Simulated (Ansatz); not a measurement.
`[F][Al]([SiH3])[SH]` + H–F → `[F][Al]([F])[SH]` + SiH₄  (cleavage of the Al–Si bond)

Program: Ansatz. Geometries: PBE0-D4/def2-TZVP. ΔE: electronic, gas phase. CCSD(T)/CBS adds triple-zeta CCSD(T) − MP2 to the extrapolated MP2 energy (def2 sets, frozen cores). This one scheme is used for every species. Functionals use def2-TZVPP. B3LYP here is the variant with VWN-RPA as its local correlation; programs differ in this. HSE06 is defined as in plane-wave codes. Each species was taken in one conformer, which may not be the lowest.

| level | ΔE (kJ/mol) | difference from CCSD(T)/CBS |
| --- | --- | --- |
| LDA (SPW92) | -147.5 | 21.2 |
| PBE-D4 | -147.5 | 21.2 |
| revPBE-D4 | -149.4 | 19.3 |
| BLYP-D4 | -169.9 | -1.2 |
| r2SCAN-D4 | -170.3 | -1.6 |
| B97M-V | -173.8 | -5.1 |
| PBE0-D4 | -151.6 | 17.1 |
| B3LYP-D4 | -171.6 | -2.9 |
| r2SCANh-D4 | -169.8 | -1.1 |
| r2SCAN0-D4 | -169.3 | -0.6 |
| HSE06-D4 | -151.0 | 17.7 |
| BHLYP-D4 | -177.7 | -9.0 |
| ωB97X-V | -169.7 | -1.0 |
| ωB97M-V | -174.7 | -6.0 |
| B2PLYP | -178.7 | -10.0 |
| PBE-QIDH | -165.1 | 3.6 |
| PBE | -150.3 | 18.4 |
| revPBE | -151.0 | 17.7 |
| BLYP | -174.6 | -5.9 |
| r2SCAN | -171.2 | -2.5 |
| PBE0 | -154.4 | 14.3 |
| B3LYP | -176.2 | -7.5 |
| r2SCANh | -170.9 | -2.2 |
| r2SCAN0 | -170.4 | -1.7 |
| BHLYP | -183.5 | -14.8 |
| CAM-B3LYP | -181.9 | -13.2 |
| LC-ωPBE | -166.9 | 1.8 |
| RPA@PBE/def2-TZVPP | -169.9 | -1.2 |
| HF/def2-SVP | -189.3 | -20.6 |
| MP2/def2-SVP | -185.6 | -16.9 |
| CCSD/def2-SVP | -180.2 | -11.5 |
| CCSD(T)/def2-SVP | -177.7 | -9.0 |
| HF/def2-TZVPP | -192.6 | -23.9 |
| MP2/def2-TZVPP | -177.6 | -8.9 |
| SCS-MP2/def2-TZVPP | -182.0 | -13.3 |
| CCSD/def2-TZVPP | -173.4 | -4.7 |
| CCSD(T)/def2-TZVPP | -169.9 | -1.2 |
| HF/def2-QZVPP | -195.7 | -27.0 |
| MP2/CBS(def2) | -176.4 | -7.7 |
| CCSD/CBS(def2) | -172.2 | -3.5 |
| CCSD(T)/CBS | -168.7 | 0 |

Task: What do rigid-rotor, harmonic-oscillator terms from PBE0-D4/def2-TZVP frequencies (298.15 K, 1 bar) make of the CCSD(T)/CBS value? (An estimate is asked.)

Result: The calculation gave: ΔZPE = -0.6 kJ/mol, ΔH = -173.1 kJ/mol, ΔS = -20 J/(mol·K), ΔG = -167.2 kJ/mol. Modes under 50 cm⁻¹ make the entropy rough.

Largest T1 diagnostic among the species: 0.013.

From PBE to PBE0 (25 % exact exchange), in def2-TZVPP and without D4, ΔE moves by −4.1 kJ/mol. The D4 term adds +4.6 kJ/mol with B3LYP and +2.8 kJ/mol with PBE0; it sums over pairs of atoms, weighted by their polarisabilities, and B3LYP, whose exchange is more repulsive, gets the larger term.
